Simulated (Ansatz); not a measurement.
Reaction (substitution at a C–Si bond): `C[SiH2]C[SiH2]O` + H₂Te → `O[SiH2]C[TeH]` + `C[SiH3]`

Program: Ansatz. Geometries: PBE0-D4/def2-TZVP. ΔE: electronic, gas phase. CCSD(T)/CBS adds triple-zeta CCSD(T) − MP2 to the extrapolated MP2 energy (def2 sets, frozen cores). This one scheme is used for every species. Functionals use def2-TZVPP. B3LYP here is the variant with VWN-RPA as its local correlation; programs differ in this. def2 core potentials past Kr. For Te outer-core shells are correlated without core-valence functions, which leaves a few kJ/mol of doubt a bond. Each species was taken in one conformer, which may not be the lowest.

Is it downhill or uphill in electronic energy at CCSD(T)/CBS, and by how much? (Estimate.)

The calculation gave: Uphill: ΔE = +6.6 kcal/mol.

What do these levels give: PBE-D4, PBE0-D4, B3LYP-D4, ωB97X-V, B2PLYP, r2SCAN, B3LYP, HF/def2-TZVPP, CCSD/def2-TZVPP, HF/def2-QZVPP, SCS-MP2/def2-QZVPP, CCSD/CBS(def2)? (An estimate is asked.)

The calculation gave: PBE-D4 7.3, PBE0-D4 8.3, B3LYP-D4 7.5, ωB97X-V 8.6, B2PLYP 7.4, r2SCAN 8.3, B3LYP 7.7, HF/def2-TZVPP 8.9, CCSD/def2-TZVPP 8.3, HF/def2-QZVPP 8.9, SCS-MP2/def2-QZVPP 6.1, CCSD/CBS(def2) 7.1 kcal/mol.

Largest T1 diagnostic among the species: 0.011.

From PBE to PBE0 (25 % exact exchange), in def2-TZVPP and without D4, ΔE moves by +0.9 kcal/mol. In def2-TZVPP, CCSD(T) changes the Hartree–Fock value by −1.3 kcal/mol (the triples alone add −0.6 kcal/mol) and MP2 by −2.2 kcal/mol.
